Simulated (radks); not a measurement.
Question: Species: Tm IV. Configuration: [Xe] 4f12 (the NIST ground configuration). Calculated with a radial shooting solver on a logarithmic mesh with Libxc functionals: scalar-relativistic Kohn-Sham, r2SCAN, spin-polarised, spherical densities, finite nucleus; open shells are filled with parallel spins first (spin-orbit coupling, left out, can overturn this in heavy ions); meta-GGA in the generalised Kohn-Sham scheme; Fermi nuclear charge, rms radius 5.2256 fm. Some entries of the table are withheld. Estimate them.

orbital,occ.,eigenvalue (hartree),<1/r> (bohr^-1),r(max) (bohr)
1s up,1,-2182.627,79.07,0.01261
1s down,1,-2182.627,79.07,0.01261
2s up,1,-370.1385,18.44,0.07186
2s down,1,-370.1383,18.44,0.07186
2p up,3,-326.8423,16.97,0.05855
2p down,3,-326.8419,16.97,0.05855
3s up,1,-84.50758,6.816,0.2030
3s down,1,-84.46322,6.818,0.2030
3p up,3,-71.33161,6.349,0.2000
3p down,3,-71.28719,6.352,0.2000
3d up,5,-55.04299,6.007,0.1635
3d down,5,-55.00897,6.009,0.1634
4s up,1,-17.85967,2.870,0.4644
4s down,1,-17.76848,2.869,0.4644
4p up,3,-13.50593,2.625,0.4855
4p down,3,-13.41569,2.624,0.4854
4d up,5,-7.69659,2.322,0.5010
4d down,5,-7.60689,2.320,0.5010
5s up,1,-3.15610,1.097,1.082
5s down,1,-3.11774,1.089,1.087
5p up,3,-2.11300,(1),(2)
5p down,3,-2.08751,(3),(4)
4f up,7,-1.34643,1.759,0.4934
4f down,5,-1.26551,1.743,0.4943

Answer: 
(1) 5p up <1/r> (bohr^-1): 0.9284
(2) 5p up r(max) (bohr): 1.228
(3) 5p down <1/r> (bohr^-1): 0.9200
(4) 5p down r(max) (bohr): 1.235
